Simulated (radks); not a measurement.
The table gives one normalised radial function P(r) = r R(r) of H in 1s1 (r in bohr). Calculated with a radial shooting solver on a logarithmic mesh with Libxc functionals: non-relativistic Kohn-Sham, OLYP, spin-polarised, spherical densities, point nucleus; open shells are filled with parallel spins first.

r	P
0.0586	0.1120
0.06822	0.1291
0.07942	0.1486
0.09246	0.1707
0.1076	0.1957
0.1253	0.2237
0.1459	0.2551
0.1698	0.2898
0.1977	0.3279
0.2302	0.3692
0.2701	0.4160
0.3144	0.4628
0.3661	0.5110
0.4261	0.5594
0.4961	0.6062
0.5775	0.6493
0.6724	0.6861
0.7827	0.7137
0.9112	0.7291
1.061	0.7292
1.235	0.7116
1.438	0.6748
1.674	0.6190
1.948	0.5466
2.268	0.4630
2.641	0.3754
3.074	0.2908
3.579	0.2144
4.166	0.1491
4.85	0.0964
5.646	0.0569

Which n and l does it have? It may be an empty orbital.

Answer. n = 1, l = 0: the number of nodes gives n - l - 1 = 0, the rise at small r (about r^(l+1)) gives l, and the extent must fit the shell. The curve is that of 1s up; the table hardly tells the two spins apart. 1s up: eigenvalue -7.382 eV, 0 radial nodes, <r> = 1.53 bohr, 90 % of the charge inside 2.76 bohr.
